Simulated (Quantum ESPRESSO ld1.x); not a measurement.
Results of a calculation; reference values are marked as such.
Q: The mean radii <r> (bohr) of the occupied orbitals of an atom or ion are listed with their occupations. Code: ld1.x of Quantum ESPRESSO 7.5. Model: Dirac Kohn-Sham, relativistic LDA (MacDonald-Vosko exchange, VWN5 correlation), spin-unpolarised, spherical densities, point nucleus.

| orbital | occ. | <r> |
|---|---|---|
| 1s1/2 | 2 | 0.08133 |
| 2s1/2 | 2 | 0.3892 |
| 2p1/2 | 2 | 0.3497 |
| 2p3/2 | 4 | 0.3522 |
| 3s1/2 | 2 | 1.271 |
| 3p1/2 | 2 | 1.432 |
| 3p3/2 | 4 | 1.441 |
| 4s1/2 | 1 | 4.905 |

Name the element and its charge. Open shells, if any, fill j = l - 1/2 first.

A: Z = 19, potassium, charge 0: K in [Ar] 4s1. The 1s radius gives Z: for a bare nucleus <r> = (2 gamma + 1)/(2Z) with gamma = sqrt(1 - (Z/c)^2), 0.07844 bohr for Z = 19, and screening makes it slightly larger (0.08133 here). The occupations add up to 19, and the charge is Z minus that.
